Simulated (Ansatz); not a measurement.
A ladder of methods for BCl3 (boron trichloride)

BCl3 has 4 atoms, charge 0, and is taken as a singlet. SMILES: `ClB(Cl)Cl`. The coordinates come from a PBE0-D4/def2-TZVP relaxation.

```xyz
4

Cl   -0.2579    0.5164    1.6383
B     0.0000    0.0000    0.0000
Cl    0.9420   -1.4231   -0.3240
Cl   -0.6841    0.9066   -1.3143
```

Each level gives the energy change with the B2–Cl4 bond stretched from 1.737 to 2.606 Å (eV). The values are calculated.

```tsv
level	kind	program	value (eV)	less FCI/STO-3G
HF/STO-3G (restricted)	Hartree–Fock	Ansatz	4.02	+0.95
B3LYP/STO-3G (restricted)	global hybrid	Ansatz	3.17	+0.10
PBE0/STO-3G (restricted)	global hybrid	Ansatz	3.47	+0.40
r2SCAN0/STO-3G (restricted)	hybrid meta-GGA	Ansatz	3.56	+0.49
B2PLYP/STO-3G (restricted)	double hybrid	Ansatz	3.30	+0.23
RPA@PBE/STO-3G (restricted)	RPA	Ansatz	2.86	-0.21
BCCD(T)/STO-3G (restricted)	coupled cluster or CI	Ansatz	3.09	+0.02
CCSD(T)/STO-3G (restricted)	coupled cluster or CI	Ansatz	3.09	+0.02
FCI/STO-3G	exact in the basis	Ansatz	3.07	0.00
```

FCI/STO-3G is exact within its basis and frozen core, so for wave-function methods in that basis the difference is their error; functionals converge differently with the basis, so for them it is only a difference. A spin-restricted reference rises too steeply as a bond breaks; here HF/STO-3G, r2SCAN0/STO-3G lie well above the multireference or unrestricted value. The first shape isn't each level's own minimum. The values span 2.86 to 4.02 eV. All rows use very small basis sets, so none should be taken for the real molecule's value.
